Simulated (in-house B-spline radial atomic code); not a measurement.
Atomic self-consistent-field run: Nb II (Nb+). Computed with a radial B-spline atomic code at the basis-set limit: Dirac-Kohn-Sham BHandHLYP, spherical fractional occupations, Fermi nucleus of rms radius 4.324 fm.

Command:
```bash
python run_scf.py task.json out
```
Settings (nuclear radius in fm, mass in u):
```
Z                41
configuration    [Kr] 4d4
hamiltonian      dirac
method           bhandhlyp
spin_polarised   False
nucleus          fermi
rms_radius       4.324
atomic_mass      92.90637
speed_of_light   137.035999084
```

Output (hartree, bohr):
```
 radial grid: 82 intervals, B-splines of order 8, outer radius 60 bohr

 iter        energy (Eh)    residual
    1       -3816.760482    4.90e-01
    2       -3818.147446    1.80e-01
    3       -3819.798990    2.83e-02
    4       -3819.871003    4.78e-03
    5       -3819.873561    3.86e-03
    6       -3819.874167    1.89e-03
    7       -3819.874335    7.19e-04
    8       -3819.874366    7.79e-05
    9       -3819.874367    3.14e-06
   10       -3819.874367    3.05e-07

 total energy                     -3819.87437
 kinetic                            3953.8036
 electron-nucleus                  -9213.6844
 Hartree                            1558.7792
 exact exchange                      -58.1658
 exchange-correlation                -60.6070

 first-order corrections (not in the total)
   Gaunt                             2.4797
   retardation                      -0.2449
   frequency dependence             -0.0147
   self-energy                       1.6640
   Uehling                          -0.1871
   Wichmann-Kroll                    0.0027
   recoil                            0.0159

 orbital      occ     eigenvalue          <r>       <r^2>       <1/r>       <r^4>     <1/r^3>       r_max    small
 1s1/2      2.000      -696.7691    0.0360871  0.00175674     42.4014 7.99026e-06           -     0.02349  2.23e-02
 2s1/2      2.000       -99.0613     0.157547    0.029324     9.63876  0.00148753           -      0.1332  4.57e-03
 2p1/2      2.000       -90.7773     0.134635   0.0222517      9.5968 0.000997923           -      0.1039  4.56e-03
 2p3/2      4.000       -87.2442     0.139086     0.02362     9.16256  0.00111083     2208.11      0.1076  4.41e-03
 3s1/2      2.000       -17.3624     0.441637    0.223564     3.28376   0.0775334           -      0.3951  1.20e-03
 3p1/2      2.000       -14.2162     0.437593    0.223082     3.17704    0.081436           -      0.3831  1.15e-03
 3p3/2      4.000       -13.6324     0.447812    0.233413     3.07421   0.0889915     363.589      0.3921  1.11e-03
 3d3/2      4.000        -8.0880      0.43026    0.223017     2.87174   0.0970044     52.0459      0.3334  9.93e-04
 3d5/2      6.000        -7.9799     0.433726    0.226476     2.84487   0.0998826     49.9239      0.3361  9.82e-04
 4s1/2      2.000        -2.7054      1.16188     1.53049     1.16602     3.57142           -       1.032  2.54e-04
 4p1/2      2.000        -1.7823      1.28175     1.88435     1.04516     5.69747           -       1.106  2.11e-04
 4p3/2      4.000        -1.7015      1.31178     1.97395     1.01657     6.25989     47.5791       1.131  2.02e-04
 4d3/2      1.600        -0.3330      2.11858     5.55176     0.63922     66.2961     2.82999       1.506  8.67e-05
 4d5/2      2.400        -0.3275      2.14443     5.68983    0.631244     69.6525     2.67765       1.522  8.48e-05
```

Cost of the run: 3.5 s on 1 thread of Arm Neoverse N1, with other jobs on the host.

For the Dirac Hamiltonian the kinetic term is c α·p + (β - 1)c².

Caution: exact exchange at fractional occupations of open shells leaves self-interaction of up to several eV.
